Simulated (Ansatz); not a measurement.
Input (CCSDT(Q)/cc-pVTZ; Ansatz, an electronic-structure program):

Ansatz 0.2 input:
```yaml
crystal:
  periodic: [false, false, false]
  atoms:
    - {symbol: B, position_ang: [-0.11211947, -0.48108933, -0.02839217]}
    - {symbol: H, position_ang: [-0.43845426, -1.61798577, -0.17423510]}
    - {symbol: F, position_ang: [0.72670325, -0.17027149, 0.97322785]}
    - {symbol: N, position_ang: [-0.57534202, 0.52959297, -0.86526497]}
    - {symbol: H, position_ang: [-0.31013766, 1.49542355, -0.75679822]}
    - {symbol: H, position_ang: [-1.20374588, 0.35330140, -1.62920176]}
basis:
  gaussian:
    orbitals: cc-pVTZ
magnetization: {spin_polarized: false}
correlation: {method: ccsdt_q, electrons: outside_noble_gas}
```

Output:

```
Functional definition: HF
integrals: 0.39 GiB planned
1715 factors; integrals over basis functions are off by at most 2.4e-7 eV
mean field: 0.46 GiB planned
mean field evaluation 1: about -4909.0301 eV, gradient 3.6e1 eV
mean field evaluation 2: about -4909.0334 eV, gradient 3.6e1 eV
mean field evaluation 4: about -4911.5703 eV, gradient 2.5e0 eV
mean field evaluation 8: about -4911.5926 eV, gradient 1.8e-1 eV
mean field evaluation 16: about -4911.5885 eV, gradient 4.6e-1 eV
mean field -4911.59272125 eV, -180.4977033087 hartree, gradient 1.9e-6 eV, S^2 0.000000; 0 other end points of the search recorded, 0 dependent functions left out
3 core orbitals not correlated
reference -4911.59272125 eV, -180.4977033087 hartree; 9, 9 occupied and 120, 120 virtual orbitals, 1715 factors
second order -15.45499514 eV of doubles, -0.00000000 eV of singles
coupled cluster: 8.21 GiB planned
cycle   1  -15.51204694 eV  change   -5.7e-2 eV  update   9.1e-2
cycle   2  -16.12203288 eV  change   -6.1e-1 eV  update   4.4e-2
cycle   3  -16.48842719 eV  change   -3.7e-1 eV  update   1.8e-2
cycle   4  -16.43796068 eV  change    5.0e-2 eV  update   6.6e-3
cycle   5  -16.40686258 eV  change    3.1e-2 eV  update   3.3e-3
cycle   6  -16.41245809 eV  change   -5.6e-3 eV  update   1.5e-3
cycle   7  -16.41634364 eV  change   -3.9e-3 eV  update   4.3e-4
cycle   8  -16.41620865 eV  change    1.3e-4 eV  update   2.3e-4
cycle   9  -16.41575270 eV  change    4.6e-4 eV  update   8.6e-5
cycle  10  -16.41584936 eV  change   -9.7e-5 eV  update   3.7e-5
cycle  11  -16.41572790 eV  change    1.2e-4 eV  update   1.9e-5
cycle  12  -16.41570229 eV  change    2.6e-5 eV  update   7.7e-6
cycle  13  -16.41570016 eV  change    2.1e-6 eV  update   2.8e-6
cycle  14  -16.41569881 eV  change    1.4e-6 eV  update   1.1e-6
cycle  15  -16.41569734 eV  change    1.5e-6 eV  update   4.5e-7
perturbative correction -0.02068014 eV, -0.0007599810 hartree
Total energy: -4928.02909872 eV, -181.1017290399 hartree
```
